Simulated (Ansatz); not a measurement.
Ansatz (a quantum-chemistry and plane-wave program) input:

Ansatz 0.2 input:
```yaml
crystal:
  periodic: [false, false, false]
  atoms:
    - {symbol: Sn, position_ang: [-0.00000000, -0.00000000, -0.53882161]}
    - {symbol: S, position_ang: [0.00000000, 0.00000000, 1.68381755]}
basis:
  gaussian:
    orbitals: def2-TZVPD
hamiltonian:
  xc: {name: BLYP}
output: {forces: true}
```

Task: Which total energy does the run end on?

Result: -612.51299 Eh (BLYP/def2-TZVPD). The basis has 102 functions.
